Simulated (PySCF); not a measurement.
# Static response to an electric field

Compound: C4H9BN2.
Numbering: `[CH2:1]=[CH:2][B:3]1[NH:4][CH2:5][CH2:6][NH:7]1` (hydrogens: H8, H9 on C1; H10 on C2; H11 on N4; H12, H13 on C5; H14, H15 on C6; H16 on N7)

Geometry (PBE0-D3(BJ)/def2-SVP, Å), atoms numbered from 1 in this order:
```xyz
16
C4H9BN2 angstrom
C      2.593    0.897   -0.678
C      1.986   -0.123   -0.057
B      0.452   -0.169    0.231
N     -0.434    0.945    0.290
C     -1.737    0.509    0.755
C     -1.734   -1.001    0.464
N     -0.324   -1.340    0.463
H      2.029    1.773   -1.018
H      3.668    0.906   -0.890
H      2.608   -0.979    0.238
H     -0.158    1.900    0.465
H     -2.572    1.016    0.243
H     -1.864    0.687    1.841
H     -2.313   -1.560    1.218
H     -2.203   -1.201   -0.520
H     -0.053   -2.285    0.235
```

Level: wB97X-D/def2-SVPD (PySCF), static field, nuclei fixed, core orbitals frozen in the response. The polarisability tensor in these axes (au):

```
x   90.78  7.65 -9.61
y    7.65 77.56 -5.46
z   -9.61 -5.46 61.39
```

Task: Give the principal values, the mean and the anisotropy Δα = √{½[(α1 − α2)² + (α2 − α3)² + (α1 − α3)²]}.

Result: Principal values 57.99, 74.11 and 97.63 au; mean 76.58 au = 11.35 Å³ = 12.63 × 10⁻⁴⁰ C²·m²/J; Δα = 34.52 au (45 % of the mean).

Task: What is the dipole moment, and where does it point?

Result: (-0.84, -0.10, 0.17) D, 0.87 D in size, pointing from the negative to the positive side. Measured along this direction, the outermost atoms are H9 at the negative end and H14 at the positive end.

Task: Refractivity n − 1 of an ideal gas of it at 350 K and 1 atm, from the electronic α?

Result: N = p/kT = 2.0968 × 10¹⁹ cm⁻³, so n − 1 = 2π × N × 11.35 × 10⁻²⁴ cm³ = 1495 × 10⁻⁶ at long wavelengths.

Task: Form Σ f/ω² (atomic units) for the 10 lowest TDDFT singlets, given as eV and f, and set it beside the mean polarisability, which is this sum over all singlets: 5.54, 0.0269; 5.95, 0.0029; 6.62, 0.4582; 6.81, 0.0129; 6.95, 0.0004; 7.16, 0.0014; 7.37, 0.0214; 7.70, 0.0527; 7.77, 0.0307; 7.98, 0.0207.

Result: They add up to 10.26 au, 13.4 % of the 76.58 au; the largest single term is 7.75 au, from the state at 6.62 eV. Terms in order: 0.65, 0.06, 7.75, 0.21, 0.01, 0.02, 0.29, 0.66, 0.38, 0.24 au. Higher excitations give the rest. The strengths listed sum to 0.628.

Task: Along which axes do the principal values lie, and how far do the nuclei extend along each?

Result: Largest value along (0.86, 0.41, -0.29), where the nuclei span 6.79 Å; middle along (-0.44, 0.90, -0.05), 4.07 Å; least along (0.24, 0.17, 0.96), 2.66 Å. The response follows the extents in order.

One conformer (not necessarily the lowest) at the PBE0-D3(BJ)/def2-SVP geometry, without solvent, vibrations or thermal averaging.
